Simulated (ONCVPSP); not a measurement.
niobium: excitation energies, all-electron against ONCV

Nb, optimised norm-conserving Vanderbilt (ONCV), made with ONCVPSP 4.0.1 (PBE, scalar-relativistic). Core [Ar] 3d10, reference 4s2 4p6 4d4 (charge +1). Waves: 4s: rc 1.45 bohr, ncon 4, nbas 8, qcut 6.8 1/bohr, 2 projectors, debl 3.9 Ha; 4p: rc 1.40 bohr, ncon 5, nbas 9, qcut 5.1 1/bohr, 2 projectors, debl 2.6 Ha; 4d: rc 2.45 bohr, ncon 3, nbas 7, qcut 7 1/bohr, 1 projector. Local part: polynomial inside 1.30 bohr (lpopt 5, dvloc0 0 Ha). Core correction: Teter function, fcfact 2.25, rcfact 1.8.

Energies are relative to the spin-unpolarised reference configuration 4s2 4p6 4d4; without spin polarisation the order of configurations can differ from experiment.

Give the all-electron excitation energy and the error of the potential for: 4s2 4p6 4d4 5s1; 4s2 4p6 4d3; 4s2 4p6 4d2; 4s2 4p6 4d5.

```csv
valence configuration,charge,ΔE all-electron (eV),error AE − PS (meV)
4s2 4p6 4d4 5s1,0,-6.637,+1.3
4s2 4p6 4d3,+2,14.040,-0.3
4s2 4p6 4d2,+3,38.764,+6.4
4s2 4p6 4d5,0,-5.368,-1.3
```

Levels in the configuration 4s2 4p6 4d5:

| level | all-electron (eV) | pseudo (eV) |
| --- | --- | --- |
| 4s | -56.597 | -56.602 |
| 4p | -32.822 | -32.825 |
| 4d | -1.911 | -1.910 |
